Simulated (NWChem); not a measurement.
System: CH5Sb; SMILES [CH3][SbH2]

The following NWChem deck was run.

```
start job
memory heap 200 mb stack 900 mb global 1100 mb
geometry units angstroms noautosym nocenter noautoz
  Sb     0.025283     0.327865    -0.000198
  H     -1.179869     0.450094    -1.217885
  H     -1.163953     0.450095     1.233040
  C      0.012966    -1.849119    -0.000107
  H     -1.011498    -2.241562     0.006382
  H      0.549957    -2.206400     0.889567
  H      0.538657    -2.206418    -0.896497
end
basis spherical
  * library def2-svpd
end
ecp
  Sb library def2-ecp
end
dft
  xc pbe0
  iterations 150
end
property
  response 1 0.0428
end
task dft property
```

The geometry was optimised at PBE0/def2-SVP. def2 effective core potentials on Sb; no spin-orbit coupling.

Field at 1065 nm.

Problem. Give the results of this calculation. (PBE0/def2-SVPD with def2 effective core potentials on Sb.) Quantities: isotropic polarisability (bohr³); anisotropy (bohr³).

Solution. The isotropic polarisability (bohr³) is 60.1 and the anisotropy (bohr³) is 13.0.
